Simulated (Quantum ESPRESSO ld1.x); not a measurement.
The numbers below are computed, except where a source is named.
The mean radii <r> (bohr) of the occupied orbitals of an atom or ion are listed with their occupations. Code: ld1.x of Quantum ESPRESSO 7.5. Model: Dirac Kohn-Sham, BLYP, spin-unpolarised, spherical densities, point nucleus.

orbital  occ.      <r>
1s1/2       2  0.04532
2s1/2       2   0.1904
2p1/2       2   0.1616

Name the element and its charge. Open shells, if any, fill j = l - 1/2 first.

Answer. Z = 33, arsenic, charge +27: As27+ in [He] 2s2 2p2. The 1s radius gives Z: for a bare nucleus <r> = (2 gamma + 1)/(2Z) with gamma = sqrt(1 - (Z/c)^2), 0.04456 bohr for Z = 33, and screening makes it slightly larger (0.04532 here). The occupations add up to 6, and the charge is Z minus that.
